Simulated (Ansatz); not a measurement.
C5H12, SMILES `CC(C)(C)C` (charge 0, multiplicity 1).

Level of theory: LDA/cc-pVTZ // B3LYP-D3(BJ)/def2-TZVP in Ansatz (an electronic-structure program).

Ansatz 0.2 input:
```yaml
crystal:
  periodic: [false, false, false]
  atoms:
    - { symbol: C, position_ang: [0.282732, -0.12524, 1.501933] }
    - { symbol: C, position_ang: [0.0, 0.0, 0.0] }
    - { symbol: C, position_ang: [-0.949855, -1.121862, -0.436608] }
    - { symbol: C, position_ang: [-0.648921, 1.359534, -0.286344] }
    - { symbol: C, position_ang: [1.316045, -0.112432, -0.778981] }
    - { symbol: H, position_ang: [0.958524, 0.663616, 1.840396] }
    - { symbol: H, position_ang: [0.746237, -1.086838, 1.734394] }
    - { symbol: H, position_ang: [-0.639912, -0.048467, 2.081916] }
    - { symbol: H, position_ang: [-0.511353, -2.103676, -0.243467] }
    - { symbol: H, position_ang: [-1.168569, -1.05627, -1.504975] }
    - { symbol: H, position_ang: [-1.897501, -1.065304, 0.104053] }
    - { symbol: H, position_ang: [-0.861532, 1.475459, -1.351663] }
    - { symbol: H, position_ang: [0.007973, 2.178508, 0.015844] }
    - { symbol: H, position_ang: [-1.590462, 1.466425, 0.257366] }
    - { symbol: H, position_ang: [1.800508, -1.073771, -0.592787] }
    - { symbol: H, position_ang: [2.012797, 0.676682, -0.486784] }
    - { symbol: H, position_ang: [1.143292, -0.026364, -1.854292] }
basis:
  gaussian: { orbitals: cc-pVTZ }
hamiltonian:
  xc: lda
```

Output:

```
Functional definition: SPW92
1540 factors; their error is unknown
mean field evaluation 1: about -5308.1724 eV, gradient 1.0e2 eV
mean field evaluation 2: about -5257.6282 eV, gradient 1.7e2 eV
mean field evaluation 4: about -5331.1954 eV, gradient 1.5e1 eV
mean field evaluation 8: about -5331.6724 eV, gradient 1.3e-2 eV
mean field evaluation 16: about -5331.6390 eV, gradient 2.3e-5 eV
mean field -5331.63904731 eV, -195.9341210739 hartree, gradient 2.3e-5 eV, S^2 0.000000; 0 other end points of the search recorded, 0 dependent functions left out
reference -5331.63909114 eV, -195.9341226845 hartree; 21, 21 occupied and 297, 297 virtual orbitals, 1540 factors
Total energy: -5331.63909114 eV, -195.9341226845 hartree
```
